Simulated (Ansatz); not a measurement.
`C[SiH]1CCO1` and `S[SiH]1CCO1` differ in one atom or group.

Ansatz, PBE0-D4/def2-TZVP geometries, multiplicity 1. Each molecule was computed in one conformer, which needn't be the lowest.

```csv
property,`C[SiH]1CCO1`
LUMO energy (PBE0/def2-TZVPP) / eV,0.51
HOMO–LUMO gap (ωB97M-V/def2-TZVPP) / eV,12.17
HOMO–LUMO gap (PBE/def2-TZVPP) / eV,5.76
size of the dipole moment (PBE/def2-TZVPP) / D,1.68
size of the dipole moment (B3LYP/def2-TZVPP) / D,1.76
size of the dipole moment (ωB97M-V/def2-TZVPP) / D,1.76
```

Problem. Give the same properties after the change, and the shifts. (Best estimate.)

Solution. Ansatz gave: 
```
                                          property  `S[SiH]1CCO1`  shift
                LUMO energy (PBE0/def2-TZVPP) / eV           0.12  -0.39
           HOMO–LUMO gap (ωB97M-V/def2-TZVPP) / eV          11.78  -0.39
               HOMO–LUMO gap (PBE/def2-TZVPP) / eV           5.59  -0.17
    size of the dipole moment (PBE/def2-TZVPP) / D           1.56  -0.12
  size of the dipole moment (B3LYP/def2-TZVPP) / D           1.67  -0.09
size of the dipole moment (ωB97M-V/def2-TZVPP) / D           1.67  -0.09
```

Dipoles are sizes alone; their direction can turn.

B3LYP here is the variant with VWN-RPA as its local correlation; programs differ in this.
